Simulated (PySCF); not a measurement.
Vertical excitations of a molecule C3H11ClSi2 from TDA-CAM-B3LYP/def2-SVPD in PySCF, as energy in eV (oscillator strength): 6.38 (0.027), 6.95 (0.035), 7.15 (0.009), 7.50 (0.005), 7.83 (0.218), 7.87 (0.078). Lowest triplet (TDA): 5.68 eV. The structure is a stationary point at B3LYP-D3(BJ)/def2-SVP. Other conformers were not sampled.

Problem. Which structure fits?
(A) C[Si@H]([SiH3])CCCl
(B) C[SiH2][C@H]([SiH3])CCl
(C) CC[Si@H](Cl)[SiH2]C
(D) CC(C)([SiH3])[SiH2]Cl

Solution. C, CC[Si@H](Cl)[SiH2]C
